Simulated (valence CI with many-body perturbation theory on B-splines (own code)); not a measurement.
Fe20+: calculated level list

Method: configuration interaction combined with many-body perturbation theory (CI+MBPT): four valence electrons over a frozen Dirac-Fock core [He], radial functions for each j: 11 s, 11 p, 10 d, 8 f, 5 g, 2 h, with the one-electron correlation potential Σ1 (screened to all orders), the two-electron term Σ2, the three-electron term Σ3, Breit, model QED; selected single and double excitations, second order for the rest, scaled by the run's own slope (own B-spline code, finite nucleus).

No measured spectrum was set against this ion. As an estimate, levels of excited configurations hold to 0.05 to 0.15 % of their energy, terms of the ground configuration to about 0.5 %. Among the levels kept, up to 1000 cm⁻¹ of a level comes from second order outside the variational space, and about a tenth of that is noise between levels of different J, which matters for small intervals.

Levels 136 to 180 of 195, with energies above the lowest level, 2s2 2p2 3P_0. "Leading %" is the weight of the configuration and term that name the level; weights of strongly mixed levels are sums over their largest components and can fall short, so below about 35 % the name and the second component can differ from the true leading terms, or belong to a minority configuration. In the jj column 3d3/2^4 stands for four electrons in 3d with j = 3/2.

| No. | Configuration | Term | J | E (Ry) | Leading % | g | Leading jj |
| --- | --- | --- | --- | --- | --- | --- | --- |
| 136 | 2s 2p2 3d | 3P | 1 | 81.165 | 75 | 1.518 | 2s 2p1/2 2p3/2 3d5/2 (65 %) |
| 137 | 2s 2p2 3d | 3P | 2 | 81.208 | 64 | 1.330 | 2s 2p1/2 2p3/2 3d3/2 (35 %) |
| 138 | 2s 2p2 3d | 1G | 4 | 81.215 | 80 | 1.041 | 2s 2p3/2^2 3d3/2 (42 %) |
| 139 | 2s 2p2 3d | 3S | 1 | 81.326 | 38 | 1.483 | 2s 2p1/2 2p3/2 3d3/2 (56 %) |
| 140 | 2s 2p2 3d | 1D | 2 | 81.508 | 53 | 1.139 | 2s 2p3/2^2 3d5/2 (52 %) |
| 141 | 2s 2p2 3d | 3S | 1 | 81.517 | 41 | 1.351 | 2s 2p3/2^2 3d5/2 (32 %) |
| 142 | 2s 2p2 3p | 1D° | 2 | 81.539 | 76 | 1.115 | 2s 2p3/2^2 3p3/2 (46 %) |
| 143 | 2p3 3s | 5S° | 2 | 81.696 | 86 | 1.912 | 2p1/2 2p3/2^2 3s (40 %) |
| 144 | 2s 2p2 3d | 3F | 2 | 81.760 | 53 | 0.853 | 2s 2p1/2 2p3/2 3d3/2 (56 %) |
| 145 | 2s 2p2 3d | 3D | 3 | 81.825 | 43 | 1.188 | 2s 2p1/2 2p3/2 3d5/2 (48 %) |
| 146 | 2s 2p2 3d | 1S | 0 | 81.866 | 90 |  | 2s 2p1/2 2p3/2 3d5/2 (36 %) |
| 147 | 2s 2p2 3d | 3D | 1 | 81.873 | 51 | 0.805 | 2s 2p1/2 2p3/2 3d3/2 (33 %) |
| 148 | 2s 2p2 3p | 1P° | 1 | 81.951 | 81 | 1.099 | 2s 2p3/2^2 3p3/2 (52 %) |
| 149 | 2s 2p2 3d | 3D | 2 | 82.003 | 65 | 1.214 | 2s 2p1/2 2p3/2 3d5/2 (46 %) |
| 150 | 2p3 3s | 3S° | 1 | 82.562 | 56 | 1.726 | 2p1/2^2 2p3/2 3s (55 %) |
| 151 | 2s 2p2 3d | 3F | 4 | 82.770 | 90 | 1.235 | 2s 2p3/2^2 3d5/2 (74 %) |
| 152 | 2s 2p2 3d | 3D | 3 | 82.790 | 58 | 1.229 | 2s 2p3/2^2 3d5/2 (65 %) |
| 153 | 2s 2p2 3d | 1P | 1 | 82.869 | 56 | 0.894 | 2s 2p3/2^2 3d3/2 (52 %) |
| 154 | 2s 2p2 3d | 3D | 2 | 82.918 | 48 | 0.991 | 2s 2p3/2^2 3d3/2 (74 %) |
| 155 | 2s 2p2 3d | 3D | 3 | 82.989 | 79 | 1.295 | 2s 2p3/2^2 3d5/2 (56 %) |
| 156 | 2s 2p2 3d | 3D | 1 | 83.059 | 88 | 0.553 | 2s 2p3/2^2 3d3/2 (63 %) |
| 157 | 2s 2p2 3d | 1D | 2 | 83.109 | 44 | 1.189 | 2s 2p3/2^2 3d5/2 (61 %) |
| 158 | 2s 2p2 3d | 3D | 2 | 83.144 | 41 | 1.253 | 2s 2p3/2^2 3d5/2 (38 %) |
| 159 | 2p3 3s | 3D° | 2 | 83.196 | 75 | 1.221 | 2p1/2 2p3/2^2 3s (60 %) |
| 160 | 2p3 3s | 3D° | 1 | 83.215 | 75 | 0.783 | 2p1/2 2p3/2^2 3s (73 %) |
| 161 | 2p3 3p | 5P | 1 | 83.285 | 38 | 1.821 | 2s 2p3/2^2 3d5/2 (28 %) |
| 162 | 2s 2p2 3d | 3P | 0 | 83.285 | 93 |  | 2s 2p3/2^2 3d3/2 (77 %) |
| 163 | 2p3 3p | 5P | 1 | 83.346 | 48 | 1.937 | 2p1/2^2 2p3/2 3p1/2 (23 %) |
| 164 | 2p3 3p | 5P | 2 | 83.375 | 73 | 1.713 | 2p1/2^2 2p3/2 3p1/2 (35 %) |
| 165 | 2p3 3s | 3D° | 3 | 83.421 | 95 | 1.330 | 2p1/2 2p3/2^2 3s (95 %) |
| 166 | 2s 2p2 3d | 1F | 3 | 83.429 | 86 | 1.022 | 2s 2p3/2^2 3d3/2 (39 %) |
| 167 | 2p3 3p | 5P | 3 | 83.575 | 90 | 1.631 | 2p1/2^2 2p3/2 3p3/2 (44 %) |
| 168 | 2p3 3s | 1D° | 2 | 83.694 | 79 | 1.039 | 2p1/2 2p3/2^2 3s (88 %) |
| 169 | 2p3 3p | 3P | 1 | 83.876 | 75 | 1.449 | 2p1/2^2 2p3/2 3p3/2 (65 %) |
| 170 | 2s 2p2 3d | 1D | 2 | 83.878 | 70 | 1.113 | 2s 2p3/2^2 3d5/2 (38 %) |
| 171 | 2p3 3p | 3P | 2 | 84.062 | 64 | 1.423 | 2p1/2 2p3/2^2 3p3/2 (38 %) |
| 172 | 2p3 3p | 3P | 0 | 84.135 | 98 |  | 2p1/2 2p3/2^2 3p3/2 (76 %) |
| 173 | 2p3 3p | 3D | 1 | 84.553 | 47 | 0.901 | 2p1/2 2p3/2^2 3p1/2 (58 %) |
| 174 | 2p3 3s | 3P° | 0 | 84.690 | 94 |  | 2p1/2 2p3/2^2 3s (94 %) |
| 175 | 2p3 3p | 3F | 2 | 84.729 | 51 | 0.928 | 2p1/2 2p3/2^2 3p1/2 (69 %) |
| 176 | 2p3 3s | 3P° | 1 | 84.782 | 78 | 1.408 | 2p1/2 2p3/2^2 3s (88 %) |
| 177 | 2p3 3p | 3D | 2 | 84.926 | 59 | 1.040 | 2p1/2 2p3/2^2 3p3/2 (46 %) |
| 178 | 2p3 3p | 3F | 3 | 84.926 | 63 | 1.169 | 2p1/2 2p3/2^2 3p1/2 (66 %) |
| 179 | 2p3 3p | 1F | 3 | 85.058 | 42 | 1.164 | 2p1/2 2p3/2^2 3p3/2 (47 %) |
| 180 | 2p3 3p | 1P | 1 | 85.092 | 55 | 0.851 | 2p1/2 2p3/2^2 3p3/2 (78 %) |

Names give the largest LS component (configuration and term), which can be under half, so a name can repeat, a term be missing and a line seem to break the LS rules; names also repeat where a configuration has a term twice.

Where two levels of one J and parity lie close, their mixing, g and order are uncertain.
